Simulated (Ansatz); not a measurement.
Relaxation of GeH4 (5 atoms, charge 0, multiplicity 1), to a largest force component of 0.03 eV/Å in at most 50 steps.

Computed with Ansatz, RHF/def2-SVP.

```xyz
5
Properties=species:S:1:pos:R:3:forces:R:3
Ge 0.145 0.000 0.102 1.02 0.00 0.72
H 0.550 0.000 1.571 -1.43 0.00 0.95
H 1.664 0.000 -0.005 0.41 0.00 -1.67
H -0.541 1.271 -0.383 0.00 0.00 0.00
H -0.541 -1.271 -0.383 0.00 0.00 0.00
```

**Question.** Where does it end, and by what steps?

**Answer.** The forces met the threshold. After 3 steps the energy has fallen by 0.636 eV; H2 moved furthest, 0.33 Å.

```json
{"step": "0", "energy less start (eV)": "0.0000", "largest force component (eV/Å)": "1.666", "accepted": "yes"}
{"step": "1", "energy less start (eV)": "-0.5207", "largest force component (eV/Å)": "0.721", "accepted": "yes"}
{"step": "2", "energy less start (eV)": "-0.6228", "largest force component (eV/Å)": "0.374", "accepted": "yes"}
{"step": "3", "energy less start (eV)": "-0.6364", "largest force component (eV/Å)": "0.018", "accepted": "yes"}
```

```xyz
5
Properties=species:S:1:pos:R:3
Ge 0.255 0.000 0.181
H 0.255 0.000 1.713
H 1.700 0.000 -0.330
H -0.467 1.251 -0.330
H -0.467 -1.251 -0.330
```

Whether the end is a true minimum wasn't checked by a vibrational analysis.

The run took 3.8 s on 1 thread of Arm Neoverse N1 (shared host), peak memory 0.089 GiB.
